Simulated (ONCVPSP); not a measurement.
**molybdenum: ONCV pseudisation with PBEsol, scalar-relativistic reference atom.**

The input file (ONCVPSP 4.0.1):

```
# ATOM AND REFERENCE CONFIGURATION
# atsym  z   nc   nv     iexc    psfile
  Mo 42.00    6    4  -116133      upf
#
#   n    l    f
    1    0    2.00
    2    0    2.00
    2    1    6.00
    3    0    2.00
    3    1    6.00
    3    2   10.00
    4    0    2.00
    4    1    6.00
    4    2    5.00
    5    0    0.75
#
# PSEUDOPOTENTIAL AND OPTIMIZATION
# lmax
    2
#
#   l,   rc,      ep,       ncon, nbas, qcut
    0    1.45    0.00    3    7    8.20
    1    1.40    0.00    4    8    6.50
    2    2.50    0.00    4    9    7.40
#
# LOCAL POTENTIAL
# lloc, lpopt,  rc(5),   dvloc0
    4    5    1.40    0.00
#
# VANDERBILT-KLEINMAN-BYLANDER PROJECTORs
# l, nproj, debl
    0    2    1.80
    1    2    3.10
    2    2    1.90
#
# MODEL CORE CHARGE
# icmod, fcfact, rcfact
    3    5.75    1.60
#
# LOG DERIVATIVE ANALYSIS
# epsh1, epsh2, depsh
   -4.00    5.00    0.02
#
# OUTPUT GRID
# rlmax, drl
    6.00    0.01
#
# TEST CONFIGURATIONS
# ncnf
    4
# nvcnf
#   n    l    f
    4
    4    0    2.00
    4    1    6.00
    4    2    5.00
    5    0    1.00
#
    4
    4    0    2.00
    4    1    6.00
    4    2    5.00
    5    0    0.00
#
    4
    4    0    2.00
    4    1    6.00
    4    2    4.00
    5    0    0.00
#
    4
    4    0    2.00
    4    1    6.00
    4    2    5.00
    5    0    0.50
#
```

Command:

```bash
oncvpsp.x < Mo.dat > Mo.out
```

The program printed (shortened: citation, most of the input echo, consistency checks and plot data are left out):

```
ONCVPSP  (Optimized Norm-Conservinng Vanderbilt PSeudopotential)
scalar-relativistic version 4.0.1

#   n    l    f        energy (Ha)
    1    0    2.00    -7.2807151E+02
    2    0    2.00    -1.0288345E+02
    2    1    6.00    -9.2000663E+01
    3    0    2.00    -1.7549237E+01
    3    1    6.00    -1.3983647E+01
    3    2   10.00    -8.1777713E+00
    4    0    2.00    -2.4206310E+00
    4    1    6.00    -1.4711833E+00
    4    2    5.00    -1.9572080E-01
    5    0    0.75    -2.0126515E-01

Reference configufation results
  iterations    24
  all-electron total energy (Ha)   -4.04639339D+03

Begin loop to  construct optimized pseudo wave functions
and semi-local pseudopoentials for all angular momenta

Calculating optimized projector #   1

 for l=   0

    Fraction of norm inside rc  0.828506
    Optimizing pswf for qcut=   8.21 a_B^-1,  ecut=  33.71 Ha
    Residual kinetic energy error=  3.15D-06 Ha

    Energy error per electron        Cutoff
         Ha          eV             Ha
         0.01000     0.27211       19.18
         0.00100     0.02721       24.38
         0.00010     0.00272       28.50
         0.00001     0.00027       31.63

Calculating optimized projector #   2

 for l=   0

    Fraction of norm inside rc  0.038240
    Optimizing pswf for qcut=   8.21 a_B^-1,  ecut=  33.71 Ha
    Residual kinetic energy error=  8.86D-07 Ha

    Energy error per electron        Cutoff
         Ha          eV             Ha
         0.01000     0.27211       14.20
         0.00100     0.02721       21.10
         0.00010     0.00272       26.07
         0.00001     0.00027       30.06

   Wellstate for l =  1  n =  6
     eigenvalue =   1.6288
     asymptotic potential =   2.1288
     half-point radius =  3.5712

Calculating optimized projector #   1

 for l=   1

    Fraction of norm inside rc  0.685234
    Optimizing pswf for qcut=   6.51 a_B^-1,  ecut=  21.19 Ha
    Residual kinetic energy error=  9.94D-04 Ha

    Energy error per electron        Cutoff
         Ha          eV             Ha
         0.01000     0.27211        9.15
         0.00100     0.02721       21.16
         0.00010     0.00272       92.75
         0.00001     0.00027      110.48

Calculating optimized projector #   2

 for l=   1

    Fraction of norm inside rc  0.059454
    Optimizing pswf for qcut=   6.51 a_B^-1,  ecut=  21.19 Ha
    Residual kinetic energy error=  7.34D-04 Ha

    Energy error per electron        Cutoff
         Ha          eV             Ha
         0.01000     0.27211        8.86
         0.00100     0.02721       19.82
         0.00010     0.00272       41.80
         0.00001     0.00027      102.84

   Wellstate for l =  2  n =  6
     eigenvalue =   1.7043
     asymptotic potential =   2.2043
     half-point radius =  4.2486

Calculating optimized projector #   1

 for l=   2

    Fraction of norm inside rc  0.767600
    Optimizing pswf for qcut=   7.40 a_B^-1,  ecut=  27.42 Ha
    Residual kinetic energy error=  2.26D-09 Ha

    Energy error per electron        Cutoff
         Ha          eV             Ha
         0.01000     0.27211       12.02
         0.00100     0.02721       15.63
         0.00010     0.00272       18.65
         0.00001     0.00027       21.24

Calculating optimized projector #   2

 for l=   2

    Fraction of norm inside rc  0.251270
    Optimizing pswf for qcut=   7.40 a_B^-1,  ecut=  27.42 Ha
    Residual kinetic energy error=  5.74D-08 Ha

    Energy error per electron        Cutoff
         Ha          eV             Ha
         0.01000     0.27211       13.50
         0.00100     0.02721       17.43
         0.00010     0.00272       20.71
         0.00001     0.00027       23.16

Construct Vanderbilt / Kleinmman-Bylander projectors

B matrix Hermiticity error, ll=   0
   1   2    2.0411E-04

  Orthonormal projector coefficients  1.1544E+01  8.9075E-01

B matrix Hermiticity error, ll=   1
   1   2   -3.4693E-04

  Orthonormal projector coefficients  6.3111E+00  1.4728E+00

B matrix Hermiticity error, ll=   2
   1   2   -1.2275E-04

  Orthonormal projector coefficients  2.2520E+00 -4.5067E-01

Model core correction analysis
  based on d2Exc/dn_idn_j

d2excae - all-electron derivatives

   -3.325651D-02   -2.946147D-02   -1.498122D-02   -1.946629D-03
   -2.946174D-02   -2.766395D-02   -1.651775D-02   -2.545661D-03
   -1.498151D-02   -1.651786D-02   -1.814748D-02   -1.241572D-02
   -1.946515D-03   -2.545147D-03   -1.240952D-02   -3.165447D-02

d2excps - pseudofunction derivatives with no core correction

   -3.938341D-02   -3.402349D-02   -1.615016D-02   -2.495157D-03
   -3.402407D-02   -3.090148D-02   -1.741571D-02   -2.980262D-03
   -1.615060D-02   -1.741583D-02   -1.883387D-02   -1.250695D-02
   -2.495115D-03   -2.979784D-03   -1.250075D-02   -3.170044D-02

rms 2nd derivative error    2.442625E-03

rmatch, rhocmatch    0.7575   11.1939

Teter function model core charge with specified parameters

d2excps - pseudofunction derivatives with core correction

   -2.651875D-02   -2.409018D-02   -1.316170D-02   -1.598597D-03
   -2.409020D-02   -2.321865D-02   -1.511753D-02   -2.298563D-03
   -1.316172D-02   -1.511749D-02   -1.811063D-02   -1.232590D-02
   -1.598436D-03   -2.298032D-03   -1.231970D-02   -3.163079D-02

rms 2nd derivative error    2.891677E-03

Pseudoatom total energy  -68.337996

Diagnostic tests using Vanderbilt-Kleinman-Bylander pseudopotentials
  1 or more projectors used as specified by nproj input data

   l    rcore       rmatch      e in        delta e   norm test  slope test

   0   1.4540086   1.4981554  -2.4206310   0.0000097   1.0001462   1.0001632
   0   1.4540086   1.4981554  -0.2012652   0.0000048   1.0000645   1.0000566

   1   1.4027461   1.4453365  -1.4711833  -0.0000135   1.0001177   1.0001428
   1   1.4027461   1.4453365   1.6288167   0.0000241   1.0004151   1.0004151

   2   2.5060124   2.5821003  -0.1957208  -0.0000007   1.0000406   1.0000438
   2   2.5060124   2.5821003   1.7042792   0.0000179   1.0000784   1.0000784

 Testing for bound ghosts
   n   l    E NL Schr. Eq   E Basis Diag.   E Cutoff

   1   0       -2.420621       -2.420621     89.43
   2   0       -0.201260       -0.041644     89.43

   2   1       -1.471197       -1.470859    153.75

   3   2       -0.195721       -0.195227     70.62

 Testing for highly-localized positive-energy ghosts
       l    <radius>/rc     E Basis Diag.   E Cutoff

       0        0.796845       11.309158     89.43  WARNING - GHOST(+)

Test configuration 0

   n   l     f        eae           eps        diff
   1   0  2.0000 -728.07150652
   2   0  2.0000 -102.88344809
   2   1  6.0000  -92.00066254
   3   0  2.0000  -17.54923735
   3   1  6.0000  -13.98364719
   3   2 10.0000   -8.17777133
   4   0  2.0000   -2.42063102   -2.42062129    9.73D-06
   4   1  6.0000   -1.47118326   -1.47119673   -1.35D-05
   4   2  5.0000   -0.19572080   -0.19572150   -6.95D-07
   5   0  0.7500   -0.20126515   -0.20126031    4.84D-06

    Total energies and differences
      AE_ref= -4.04639339D+03  AE_tst= -4.04639339D+03  dif=  0.00D+00
      PS_ref= -6.83379960D+01  PS_tst= -6.83379960D+01  dif=  7.11D-14
      PSP excitation error= -7.11D-14

Test configuration 1

   n   l     f        eae           eps        diff
   1   0  2.0000 -728.01409776
   2   0  2.0000 -102.82691458
   2   1  6.0000  -91.94407071
   3   0  2.0000  -17.49243758
   3   1  6.0000  -13.92685075
   3   2 10.0000   -8.12104653
   4   0  2.0000   -2.36306370   -2.36293518    1.29D-04
   4   1  6.0000   -1.41323439   -1.41318047    5.39D-05
   4   2  5.0000   -0.13851641   -0.13850515    1.13D-05
   5   0  1.0000   -0.15137819   -0.15138281   -4.62D-06

    Total energies and differences
      AE_ref= -4.04639339D+03  AE_tst= -4.04643743D+03  dif= -4.40D-02
      PS_ref= -6.83379960D+01  PS_tst= -6.83820377D+01  dif= -4.40D-02
      PSP excitation error=  1.05D-05

Test configuration 2

   n   l     f        eae           eps        diff
   1   0  2.0000 -728.26218651
   2   0  2.0000 -103.07097337
   2   1  6.0000  -92.18839554
   3   0  2.0000  -17.73761717
   3   1  6.0000  -14.17201269
   3   2 10.0000   -8.36588715
   4   0  2.0000   -2.61121366   -2.61165699   -4.43D-04
   4   1  6.0000   -1.66278822   -1.66307169   -2.83D-04
   4   2  5.0000   -0.38273198   -0.38279498   -6.30D-05

    Total energies and differences
      AE_ref= -4.04639339D+03  AE_tst= -4.04618367D+03  dif=  2.10D-01
      PS_ref= -6.83379960D+01  PS_tst= -6.81282457D+01  dif=  2.10D-01
      PSP excitation error= -2.90D-05

Test configuration 3

   n   l     f        eae           eps        diff
   1   0  2.0000 -728.69763070
   2   0  2.0000 -103.51078063
   2   1  6.0000  -92.62786221
   3   0  2.0000  -18.17523779
   3   1  6.0000  -14.60962477
   3   2 10.0000   -8.80393089
   4   0  2.0000   -3.03861187   -3.03819756    4.14D-04
   4   1  6.0000   -2.08379263   -2.08352202    2.71D-04
   4   2  4.0000   -0.76489285   -0.76459188    3.01D-04

    Total energies and differences
      AE_ref= -4.04639339D+03  AE_tst= -4.04561569D+03  dif=  7.78D-01
      PS_ref= -6.83379960D+01  PS_tst= -6.75603224D+01  dif=  7.78D-01
      PSP excitation error=  2.64D-05

Test configuration 4

   n   l     f        eae           eps        diff
   1   0  2.0000 -728.13213401
   2   0  2.0000 -102.94311111
   2   1  6.0000  -92.06038948
   3   0  2.0000  -17.60917660
   3   1  6.0000  -14.04358241
   3   2 10.0000   -8.23762899
   4   0  2.0000   -2.48132637   -2.48145101   -1.25D-04
   4   1  6.0000   -1.53224605   -1.53233761   -9.16D-05
   4   2  5.0000   -0.25565612   -0.25567243   -1.63D-05
   5   0  0.5000   -0.25284582   -0.25283226    1.36D-05

    Total energies and differences
      AE_ref= -4.04639339D+03  AE_tst= -4.04633667D+03  dif=  5.67D-02
      PS_ref= -6.83379960D+01  PS_tst= -6.82812665D+01  dif=  5.67D-02
      PSP excitation error= -1.01D-05
```

The run took about 3.3 s on one core of a shared server CPU.
